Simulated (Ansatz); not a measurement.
Input:

```yaml
crystal:
  periodic: [false, false, false]
  atoms:
    - { symbol: O, position_ang: [-2.058855, 1.579646, 0.54583] }
    - { symbol: C, position_ang: [-1.593596, 0.248003, 0.354702] }
    - { symbol: Si, position_ang: [0.309416, 0.296748, 0.50452] }
    - { symbol: O, position_ang: [0.728581, 1.720426, -0.343115] }
    - { symbol: Si, position_ang: [1.418316, -1.580601, -0.39765] }
    - { symbol: H, position_ang: [-1.436405, 2.153347, 0.051767] }
    - { symbol: H, position_ang: [-1.908714, -0.184906, -0.630653] }
    - { symbol: H, position_ang: [-2.047859, -0.399014, 1.136054] }
    - { symbol: H, position_ang: [0.711952, 0.554753, 1.92803] }
    - { symbol: H, position_ang: [0.923077, 1.588913, -1.287444] }
    - { symbol: H, position_ang: [1.106943, -1.688437, -1.870462] }
    - { symbol: H, position_ang: [0.95453, -2.849071, 0.270587] }
    - { symbol: H, position_ang: [2.913014, -1.474807, -0.247466] }
basis:
  gaussian: { orbitals: def2-SVP }
hamiltonian:
  xc: pbe
  dispersion: d4
neb:
  order_check: false
  images: 8
  f_tol: 0.05
  max_iterations: 60
  climbing: false
  final_atoms:
    - { symbol: O, position_ang: [-2.37741794, 0.99890624, 0.55679492] }
    - { symbol: C, position_ang: [-1.29122977, -0.04796817, -0.09219945] }
    - { symbol: Si, position_ang: [0.42230846, 0.36168587, 0.32607534] }
    - { symbol: O, position_ang: [1.22891972, 1.80726362, -0.13326357] }
    - { symbol: Si, position_ang: [1.40568561, -1.63714821, -0.44200343] }
    - { symbol: H, position_ang: [-2.01554914, 1.91230741, 0.59121786] }
    - { symbol: H, position_ang: [-1.7025506, -0.18315565, -1.10719644] }
    - { symbol: H, position_ang: [-2.44022457, 0.69115457, 1.48420806] }
    - { symbol: H, position_ang: [0.50592348, 0.51795948, 1.82793545] }
    - { symbol: H, position_ang: [1.39584337, 1.85051265, -1.09282291] }
    - { symbol: H, position_ang: [0.68815277, -2.11590897, -1.67993533] }
    - { symbol: H, position_ang: [1.34140438, -2.73031973, 0.59320299] }
    - { symbol: H, position_ang: [2.85913422, -1.4602891, -0.81731349] }
  initial_path:
    images:
      - { positions_ang: [[-2.058855, 1.579646, 0.54583], [-1.593596, 0.248003, 0.354702], [0.309416, 0.296748, 0.50452], [0.728581, 1.720426, -0.343115], [1.418316, -1.580601, -0.39765], [-1.436405, 2.153347, 0.051767], [-1.908714, -0.184906, -0.630653], [-2.047859, -0.399014, 1.136054], [0.711952, 0.554753, 1.92803], [0.923077, 1.588913, -1.287444], [1.106943, -1.688437, -1.870462], [0.95453, -2.849071, 0.270587], [2.913014, -1.474807, -0.247466]] }
      - { positions_ang: [[-2.08871089, 1.49404993, 0.5756328], [-1.55590591, 0.2219351, 0.33528126], [0.33202434, 0.30873157, 0.4836191], [0.79822757, 1.71781581, -0.35981054], [1.41900565, -1.58649611, -0.39945977], [-1.52550743, 2.13488526, 0.11189958], [-1.85000711, -0.1613784, -0.66199743], [-2.11527955, -0.30667244, 1.13416851], [0.73513282, 0.55489739, 1.92022819], [0.92794074, 1.60412165, -1.30403016], [1.09863297, -1.69808031, -1.85702795], [0.94578415, -2.83373213, 0.28930592], [2.89906264, -1.48507732, -0.25310951]] }
      - { positions_ang: [[-2.11856677, 1.40845386, 0.6054356], [-1.51821581, 0.19586719, 0.31586052], [0.35463268, 0.32071515, 0.4627182], [0.86787414, 1.71520561, -0.37650608], [1.4196953, -1.59239123, -0.40126954], [-1.61460986, 2.11642351, 0.17203216], [-1.79130022, -0.13785079, -0.69334187], [-2.18270011, -0.21433087, 1.13228303], [0.75831364, 0.55504179, 1.91242639], [0.93280449, 1.61933029, -1.32061633], [1.09032294, -1.70772362, -1.84359391], [0.9370383, -2.81839326, 0.30802483], [2.88511128, -1.49534763, -0.25875302]] }
      - { positions_ang: [[-2.14842266, 1.32285779, 0.6352384], [-1.48052572, 0.16979929, 0.29643978], [0.37724101, 0.33269872, 0.44181731], [0.93752071, 1.71259542, -0.39320162], [1.42038495, -1.59828634, -0.40307931], [-1.70371229, 2.09796177, 0.23216474], [-1.73259332, -0.11432319, -0.7246863], [-2.25012066, -0.12198931, 1.13039754], [0.78149446, 0.55518618, 1.90462458], [0.93766823, 1.63453894, -1.33720249], [1.08201292, -1.71736693, -1.83015986], [0.92829246, -2.80305439, 0.32674375], [2.87115992, -1.50561795, -0.26439653]] }
      - { positions_ang: [[-2.17827855, 1.23726172, 0.6650412], [-1.44283562, 0.14373139, 0.27701904], [0.39984935, 0.3446823, 0.42091641], [1.00716727, 1.70998523, -0.40989716], [1.4210746, -1.60418145, -0.40488907], [-1.79281473, 2.07950003, 0.29229732], [-1.67388643, -0.09079559, -0.75603073], [-2.31754121, -0.02964774, 1.12851206], [0.80467529, 0.55533057, 1.89682278], [0.94253198, 1.64974759, -1.35378865], [1.07370289, -1.72701024, -1.81672581], [0.91954661, -2.78771552, 0.34546267], [2.85720856, -1.51588827, -0.27004004]] }
      - { positions_ang: [[-2.21367443, 1.17273508, 0.66625952], [-1.40923938, 0.1108457, 0.22736332], [0.41239296, 0.35189761, 0.40108922], [1.06276047, 1.71963385, -0.38658033], [1.41967123, -1.61046448, -0.40981723], [-1.85716408, 2.05271785, 0.35223631], [-1.65097939, -0.09060111, -0.80898], [-2.36113739, 0.0914821, 1.16719584], [0.78178323, 0.55124241, 1.88570116], [0.99506158, 1.67881422, -1.33216409], [1.02717064, -1.77450713, -1.79555618], [0.96253265, -2.77452094, 0.38130889], [2.85122192, -1.51427517, -0.33335643]] }
      - { positions_ang: [[-2.25461031, 1.12927787, 0.63889337], [-1.37973698, 0.07114223, 0.14747263], [0.41487183, 0.35434468, 0.38233575], [1.10430028, 1.74154129, -0.32325114], [1.41617482, -1.61713541, -0.41786378], [-1.89676034, 2.01761524, 0.4119817], [-1.66387219, -0.11373974, -0.88353411], [-2.38090918, 0.24140022, 1.24644889], [0.71281829, 0.54292167, 1.87125973], [1.09525703, 1.72173882, -1.27232879], [0.94241617, -1.85985759, -1.76665097], [1.05725058, -2.76347064, 0.43428241], [2.85319999, -1.50077865, -0.45434569]] }
      - { positions_ang: [[-2.29554618, 1.08582066, 0.61152722], [-1.35023457, 0.03143877, 0.06758194], [0.41735071, 0.35679174, 0.36358228], [1.14584009, 1.76344874, -0.25992195], [1.41267842, -1.62380634, -0.42591033], [-1.93635661, 1.98251263, 0.47172708], [-1.67676499, -0.13687838, -0.95808822], [-2.40068098, 0.39131833, 1.32570195], [0.64385335, 0.53460094, 1.85681831], [1.19545247, 1.76466343, -1.2124935], [0.85766171, -1.94520805, -1.73774576], [1.15196852, -2.75242034, 0.48725594], [2.85517807, -1.48728213, -0.57533496]] }
      - { positions_ang: [[-2.33648206, 1.04236345, 0.58416107], [-1.32073217, -0.0082647, -0.01230876], [0.41982958, 0.35923881, 0.34482881], [1.1873799, 1.78535618, -0.19659276], [1.40918202, -1.63047728, -0.43395688], [-1.97595288, 1.94741002, 0.53147247], [-1.6896578, -0.16001702, -1.03264233], [-2.42045277, 0.54123645, 1.404955], [0.57488842, 0.52628021, 1.84237688], [1.29564792, 1.80758804, -1.1526582], [0.77290724, -2.03055851, -1.70884055], [1.24668645, -2.74137003, 0.54022947], [2.85715615, -1.47378561, -0.69632423]] }
      - { positions_ang: [[-2.37741794, 0.99890624, 0.55679492], [-1.29122977, -0.04796817, -0.09219945], [0.42230846, 0.36168587, 0.32607534], [1.22891972, 1.80726362, -0.13326357], [1.40568561, -1.63714821, -0.44200343], [-2.01554914, 1.91230741, 0.59121786], [-1.7025506, -0.18315565, -1.10719644], [-2.44022457, 0.69115457, 1.48420806], [0.50592348, 0.51795948, 1.82793545], [1.39584337, 1.85051265, -1.09282291], [0.68815277, -2.11590897, -1.67993533], [1.34140438, -2.73031973, 0.59320299], [2.85913422, -1.4602891, -0.81731349]] }
```

Launched with:

```bash
$ ansatz run input.yaml --threads 2 --pin off --max-ram 3072MiB --backend cpu --events-out ev --progress --plain --runs-dir out
```

Hardware: 2 threads of AMD EPYC 7R43 64-Core Processor (Zen 3), with other jobs on the host.

Task: Roughly how long does this run take, and how much memory?

Result: 5 min, with a peak of 0.17 GiB, for 20 band iterations.
